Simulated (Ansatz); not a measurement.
Ansatz (a quantum-chemistry and plane-wave program) input (wB97M-V/def2-TZVPD):

Ansatz 0.2 input:
```yaml
crystal:
  periodic: [false, false, false]
  atoms:
    - {symbol: Si, position_ang: [-0.00265161, -0.04502314, -1.07571866]}
    - {symbol: Br, position_ang: [0.20266200, 0.04731344, 1.45666335]}
    - {symbol: N, position_ang: [1.34734232, -0.43011567, -1.88273629]}
    - {symbol: N, position_ang: [-0.81520836, 1.49220530, -1.29579879]}
    - {symbol: N, position_ang: [-1.23363277, -1.28066553, -1.13177967]}
    - {symbol: H, position_ang: [2.05808139, 0.27397581, -2.03339598]}
    - {symbol: H, position_ang: [-0.18959379, 2.27988215, -1.17783026]}
    - {symbol: H, position_ang: [-1.59584825, 1.62585785, -0.66333255]}
    - {symbol: H, position_ang: [-1.52292826, -1.59912207, -0.21717275]}
    - {symbol: H, position_ang: [-0.89526719, -2.07620851, -1.65922141]}
basis:
  gaussian:
    orbitals: def2-TZVPD
hamiltonian:
  xc: {name: wB97M-V}
total_charge: -1
output: {forces: true}
```

Output:

```
Functional definition: wB97M-V
integrals: 0.34 GiB planned
1525 factors; their error is unknown
integrals: 0.37 GiB planned
440 factors; integrals over basis functions are off by at most 3.5e-5 eV
mean field: 2.82 GiB planned
mean field evaluation 1: about -82468.2732 eV, gradient 6.4e1 eV
mean field evaluation 2: about -82466.3489 eV, gradient 7.0e1 eV
mean field evaluation 4: about -82476.1055 eV, gradient 3.3e0 eV
mean field evaluation 8: about -82476.1322 eV, gradient 2.4e-1 eV
mean field evaluation 16: about -82476.3192 eV, gradient 1.4e-3 eV
mean field -82476.31915426 eV, -3030.9488244622 hartree, gradient 4.6e-5 eV, S^2 0.000000; 0 other end points of the search recorded, 0 dependent functions left out
the calculation of the forces begins
reference -82476.31923139 eV, -3030.9488272964 hartree; 38, 38 occupied and 218, 218 virtual orbitals, 1525 factors
Total energy: -82476.31923139 eV, -3030.9488272964 hartree
Atom 0 at    -0.002652    -0.045023    -1.075719 Å, force    -0.128519    -0.008986     0.079916 eV/Å
Atom 1 at     0.202662     0.047313     1.456663 Å, force    -0.024974    -0.006932    -0.237355 eV/Å
Atom 2 at     1.347342    -0.430116    -1.882736 Å, force    -0.009193     0.064654     0.064079 eV/Å
Atom 3 at    -0.815208     1.492205    -1.295799 Å, force     0.074658    -0.079892     0.078400 eV/Å
Atom 4 at    -1.233633    -1.280666    -1.131780 Å, force     0.077612     0.072569     0.054717 eV/Å
Atom 5 at     2.058081     0.273976    -2.033396 Å, force    -0.006471    -0.024184    -0.007084 eV/Å
Atom 6 at    -0.189594     2.279882    -1.177830 Å, force    -0.006393    -0.005900    -0.011326 eV/Å
Atom 7 at    -1.595848     1.625858    -0.663333 Å, force     0.022256    -0.016353    -0.016717 eV/Å
Atom 8 at    -1.522928    -1.599122    -0.217173 Å, force    -0.004603    -0.002868    -0.011449 eV/Å
Atom 9 at    -0.895267    -2.076209    -1.659221 Å, force     0.005628     0.007894     0.006819 eV/Å
Dipole moment:    -0.421286     0.295414     0.576483 e Å
```

It need not be the lowest isomer of its formula. Whether it binds its extra electron was not tested at this geometry.
